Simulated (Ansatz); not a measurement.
The cluster Al₅As₅, relaxed as a singlet with RKS PBE-D4/def2-SVP in Ansatz, starting from the GFN1-xTB geometry. Force threshold 0.03 eV/Å.

Another isomer (singlet) lies 2.19 eV lower at PBE0-D4/def2-TZVP; other spin states weren't run for this one.

Start:

Cartesian coordinates in Å:
```
Al -0.702 1.731 2.002
Al 1.228 1.695 -2.126
Al -1.913 -1.080 -1.621
Al 0.663 -0.755 -1.627
Al 2.163 -1.649 0.295
As -2.197 -0.097 0.681
As 1.391 1.130 0.383
As -0.894 1.444 -0.690
As 0.812 -0.513 2.091
As -0.550 -1.905 0.613
```

| step | energy (eV) | largest force component (eV/Å) | SCF passes |
| --- | --- | --- | --- |
| 1 | -337086.7912 | 1.412 | 23 |
| 2 | -337087.1268 | 0.490 | 29 |
| 3 | -337087.2075 | 0.225 | 23 |
| 4 | -337087.2740 | 0.186 | 23 |
| 5 (rejected) | -337087.2698 | 0.413 | 29 |
| 6 | -337087.3086 | 0.085 | 23 |
| 7 | -337087.3089 | 0.114 | 23 |
| 8 | -337087.3137 | 0.079 | 24 |
| 9 | -337087.3156 | 0.021 | 26 |

Force components are those of the run's own axes.

End:

```
atom   x (Å)   y (Å)   z (Å)
 Al1  -0.706   1.882   2.059
 Al2   1.215   1.436  -2.172
 Al3  -1.998  -0.818  -1.652
 Al4   0.649  -1.012  -1.675
 Al5   2.296  -1.410   0.365
 As6  -2.038  -0.175   0.847
 As7   1.419   1.224   0.460
 As8  -0.946   1.549  -0.649
 As9   0.568  -0.533   2.069
As10  -0.460  -2.144   0.347
```

By distances, no bond broke or formed. The bond that changes most is Al4–As10, from 2.79 to 2.57 Å (atoms count from 1).

No frequencies were taken in this run, so the end may be a saddle point.

Hardware: 4 threads of Arm Neoverse V1 on a shared host. Wall time 70 s, peak host memory 0.71 GiB.
